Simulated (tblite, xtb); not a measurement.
C$_{3}$H$_{7}$O (SMILES [CH2]COC), doublet, at a GFN2-xTB geometry. Base run: GFN1-xTB run with xtb.

Input for xtb:
```
$ xtb mol.xyz --gfn 1 --uhf 1 --json

# file mol.xyz
11

O     -0.04888471    -0.67223206     0.06807397
C     -0.05570954     0.72754744    -0.05659302
C      1.22552848    -1.23619647    -0.08169678
C     -1.41454210     1.25589409     0.10965413
H      0.63394195     1.17647237     0.69219054
H      0.36058092     1.02033849    -1.04593889
H      1.10629343    -2.31142651     0.03364220
H      1.64551219    -1.02047035    -1.07312140
H      1.92143774    -0.86287170     0.68131421
H     -2.22288454     0.58182199     0.29733567
H     -1.58546504     2.31052188     0.04179988
```

Programs used: tblite, xtb; a row that names a program was run with it.

Each row names what was changed in the base input (with any setting that the change needs).

```tsv
change	ΔE vs base (mEh)	dipole (D)	G_solv (kcal/mol)	SCF cycles
base	0.000	2.36	-	9
alpb = ch2cl2	-8.740	2.55	-5.72	9
etemp = 1000	0.000	2.36	-	9
alpb = benzene	-6.553	2.48	-4.19	9
program = tblite; method = gfn1; option = --spin-polarized	-11.230	-	-	-
program = tblite; method = gfn1; option = (--etemp, 2000)	-0.004	-	-	-
acc = 0.1	0.000	2.36	-	11
gbsa = acetonitrile	-6.930	2.62	-4.75	9
acc = 1000	0.000	2.36	-	6
gbsa = chcl3	-9.074	2.58	-6.01	9
```

ALPB and GBSA are two models with their own fitted parameters for each solvent, which aren't always the measured dielectric constant.
